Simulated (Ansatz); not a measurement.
Basis-set extrapolation for AlH₅N₂O, SMILES `[NH2][Al]([NH2])[OH]` (PBE0-D4/def2-TZVP geometry, frozen core, Ansatz). Multiplicity 1, RHF reference.

```
                      def2-TZVPP   def2-QZVPP
                 HF  -428.830985  -428.848612
    MP2 correlation    -0.751689    -0.809518
CCSD(T) correlation    -0.799127    -0.852599
```

Energies in hartree. Use E(X) = E(∞) + A·exp(−7.88·√X) for Hartree–Fock and E(X) = E(∞) + B·X^(−2.97) for correlation, with X = 3 and 4.

Task: What is the CCSD(T) energy at the basis-set limit?

Result: HF limit: -428.848612 + (-0.017627) × 0.13774 = -428.85104. Correlation limit: -0.852599 + (-0.053472) × 0.74074 = -0.89221. Total: -429.74325 hartree, 71.0 kcal/mol below CCSD(T)/def2-TZVPP.
